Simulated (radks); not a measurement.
Problem. All-electron atom: the neon ion Ne4+ in [He] 2p2 3d2 (not the ground configuration). Method: non-relativistic Kohn-Sham, TASK exchange with Perdew-Wang LDA correlation, spin-unpolarised, spherical densities, point nucleus; meta-GGA in the generalised Kohn-Sham scheme; computed with a radial shooting solver on a logarithmic mesh with Libxc functionals. Some entries of the table are withheld. Estimate them.

| orbital | occ. | eigenvalue (eV) | <r> (bohr) | r(max) (bohr) |
|---|---|---|---|---|
| 1s | 2 | (1) | (2) | (3) |
| 2p | 2 | (4) | 0.6630 | (5) |
| 3d | 2 | -35.9165 | 1.828 | (6) |

Solution. 
(1) 1s eigenvalue (eV): -1008.115
(2) 1s <r> (bohr): 0.1574
(3) 1s r(max) (bohr): 0.1026
(4) 2p eigenvalue (eV): -134.4243
(5) 2p r(max) (bohr): 0.5163
(6) 3d r(max) (bohr): 1.550
